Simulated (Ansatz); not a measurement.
Start from `ClC(Cl)I` and change one atom or group to get `Cl[CH](Cl)[InH2]`.

Ansatz, PBE0-D4/def2-TZVP geometries, multiplicity 1. 

Elements past krypton have def2 core potentials.  Spin–orbit coupling is left out; it splits and shifts lone-pair levels of the heavy atoms by tenths of an eV.

| property | `ClC(Cl)I` |
| --- | --- |
| size of the dipole moment (PBE/def2-TZVPP) / D | 0.88 |
| LUMO energy (PBE/def2-TZVPP) / eV | -2.85 |
| HOMO energy (PBE/def2-TZVPP) / eV | -6.58 |
| HOMO–LUMO gap (ωB97M-V/def2-TZVPP) / eV | 10.01 |
| HOMO–LUMO gap (B3LYP/def2-TZVPP) / eV | 5.32 |
| ideal-gas entropy at 298 K and 1 bar (rigid rotor, harmonic PBE0-D4/def2-TZVP) / J/(mol·K) | 325 |

Problem. Give the same properties after the change, and the shifts. (Estimate.)

Solution. Computed: 
```
                                                                                  property  `Cl[CH](Cl)[InH2]`  shift
                                            size of the dipole moment (PBE/def2-TZVPP) / D                1.75   0.87
                                                         LUMO energy (PBE/def2-TZVPP) / eV               -2.58   0.27
                                                         HOMO energy (PBE/def2-TZVPP) / eV               -6.05   0.53
                                                   HOMO–LUMO gap (ωB97M-V/def2-TZVPP) / eV                9.03  -0.98
                                                     HOMO–LUMO gap (B3LYP/def2-TZVPP) / eV                4.91  -0.41
ideal-gas entropy at 298 K and 1 bar (rigid rotor, harmonic PBE0-D4/def2-TZVP) / J/(mol·K)                 359     34
```

With PBE0 the HOMO rises by 0.53 eV and the LUMO rises by 0.11 eV, so the gap narrows by about 0.42 eV. PBE moves the HOMO by 0.53 eV and ωB97M-V by 0.56 eV. The zero-point energy changes by 28.9 kJ/mol with +6 modes. Dipoles are sizes alone; their direction can turn.

B3LYP here is the variant with VWN-RPA as its local correlation; programs differ in this.
